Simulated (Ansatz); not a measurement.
Molecule: Ge₂, net charge 0, triplet state. 
Coordinates optimised at B3LYP-D3(BJ)/def2-TZVP (Ansatz, a quantum-chemistry and plane-wave program):
SMILES: [Ge]=[Ge]
```xyz
2

Ge     0.0000     0.0000    -1.2033
Ge     0.0000     0.0000     1.2033
```
Charge 0, spin multiplicity 3.

Basis-set convergence of Hartree-Fock and MP2 correlation energies (hartree) with Ansatz. Cores are frozen in the correlated levels unless marked. UHF or UKS for open shells. No spin-orbit coupling. Frozen are the shells of the preceding noble gas and the d and f shells that filled before the atom's block. No relativistic terms.

```
basis        functions        E(HF)  E(corr, MP2)
-----------  ---------  -----------  ------------
def2-SVPD           76  -4150.16684      -0.12361
def2-TZVPPD        108  -4150.69283      -0.14626
def2-QZVPPD        190  -4150.77536      -0.15640
```

Extrapolating the two largest sets (X = 3 and 4) as X^-3: E(corr) = (64·(-0.15640) - 27·(-0.14626))/37 = -0.1638 Eh, an estimate of the basis-set limit. The largest set recovers 95.5 % of it, the smallest 75.5 %.
